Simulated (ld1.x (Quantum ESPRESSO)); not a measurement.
# PBE RRKJ dataset for Mn (Z = 25), scalar-relativistic all-electron reference.

```json
{
  "Element": "Mn (Z = 25)",
  "Generator": "ld1.x (Quantum ESPRESSO) 7.5",
  "Type": "norm-conserving RRKJ (Kleinman–Bylander form)",
  "Functional": "PBE",
  "Relativity": "scalar-relativistic",
  "Frozen core": "[Ar]",
  "Valence charge": "7",
  "Reference configuration": "3d6 4s1 4p0",
  "Partial waves": "4s (bound): rc 2.25 bohr; 4p (bound, empty): rc 0.90 bohr; 3d (bound): rc 1.20 bohr",
  "Local potential": "the d channel",
  "Core correction": "none",
  "rho0": "0.02"
}
```

* Cutoffs needed: 140 Ry and 160 Ry (the cutoffs (Ry, on a coarse ladder) from which the occupation-weighted sum of valence levels, in a spherical-Bessel basis at the reference potential, stays within 10 and 1 mRy of its value at 400 Ry)
* Ghost test: ghost states, extra bound levels that the all-electron valence spectrum of the same l lacks: s at -169.3 eV, p at -50.0 eV; a true bound ghost makes a file unfit for plane-wave use (spherical-Bessel basis up to 400 Ry, 20 bohr box)
* Configuration tests: 2 of 7 tests not solved or not reliable; not counted: 3d5 4s0 4p2 (solver errors, printed error -10.6 eV); 3d4 4s2 4p1 (solver errors, printed error -2.9 eV)
